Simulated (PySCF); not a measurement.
C3H7BFN. Atoms are numbered in the order given.

```xyz
13

C      0.0839    -2.8524     0.0000
C     -0.3131    -1.4045     0.0000
C      0.5253    -0.3579     0.0000
B      0.0806     1.1456     0.0000
N     -1.2538     1.5833     0.0000
F      1.0444     2.0948     0.0000
H     -0.3225    -3.3709     0.8851
H      1.1781    -2.9692     0.0000
H     -0.3225    -3.3709    -0.8851
H     -1.3984    -1.2213     0.0000
H      1.6036    -0.5713     0.0000
H     -2.0489     0.9603     0.0000
H     -1.4920     2.5671     0.0000
```
Charge 0, spin multiplicity 1.

Geometry: ωB97X-D3(BJ)/def2-SVP. A frequency run showed that this geometry is not a minimum. The structure was generated by enumeration; whether it is a known compound was not checked. The values are those of a single conformer.

These are ωB97X-D3(BJ)/def2-SVP (PySCF) values and carry that method's errors.

No scaling factor is applied to the harmonic values.

Computed harmonic wavenumbers and intensities:
```
mode  ν (cm⁻¹)  IR (km/mol)  Raman (Å⁴/amu)  depolarisation  moving atoms (share of kinetic energy)
----  --------  -----------  --------------  --------------  --------------------------------------
1          58i          0.8             3.7            0.75                  H 49 %, C 31 %, F 14 %
2          157          2.5             1.3            0.61          C 36 %, N 26 %, H 22 %, F 13 %
3          169          2.5             0.1            0.75                          C 60 %, H 29 %
4          188          0.4             1.2            0.75                          H 87 %, C 12 %
5          343          0.5             2.1            0.30          C 39 %, H 27 %, N 18 %, F 16 %
6          403          1.8             1.0            0.46           F 37 %, C 34 %, H 13 %, N 9 %
7          432        164.4             0.3            0.75                          H 81 %, N 17 %
8          483          3.3             2.4            0.15          H 32 %, C 26 %, F 19 %, B 15 %
9          540          0.3             1.6            0.75                                  H 92 %
10         614         46.5             1.7            0.75                          B 59 %, H 25 %
11         810          8.8             9.2            0.75                  H 51 %, C 31 %, B 16 %
12         819          2.1             2.9            0.20          C 37 %, H 28 %, N 24 %, F 10 %
13         884          6.0             1.8            0.22                  H 58 %, N 22 %, F 15 %
14         961         19.0             1.2            0.66                          H 57 %, C 38 %
15        1030         29.3             0.0               –                           H 91 %, C 9 %
16        1072          1.5             1.4            0.75                          H 60 %, C 40 %
17        1107          8.2             2.0            0.74                          C 51 %, H 45 %
18        1233         71.2             1.6            0.16                  H 56 %, B 19 %, C 18 %
19        1331          0.5            18.3            0.42                          H 80 %, C 20 %
20        1367        267.1             5.0            0.72                  B 48 %, H 23 %, C 20 %
21        1402         25.1             5.6            0.73                  H 61 %, C 19 %, B 17 %
22        1411         81.5            13.4            0.28                  H 44 %, B 41 %, C 10 %
23        1462          8.6            15.8            0.75                                  H 96 %
24        1467         32.9            28.8            0.62                                  H 94 %
25        1607        252.1             4.1            0.62                  H 62 %, N 23 %, B 15 %
26        1769        109.7            57.4            0.26                                  C 91 %
27        3057         19.5           187.4            0.04                                  H 97 %
28        3136         12.5           110.1            0.75                           H 91 %, C 9 %
29        3142         17.6           100.1            0.36                           H 92 %, C 8 %
30        3162          8.3            72.1            0.23                           H 92 %, C 8 %
31        3171         24.3            55.4            0.70                          H 90 %, C 10 %
32        3654         48.8           106.0            0.16                                  H 96 %
33        3763         36.0            46.4            0.71                           H 91 %, N 9 %
```
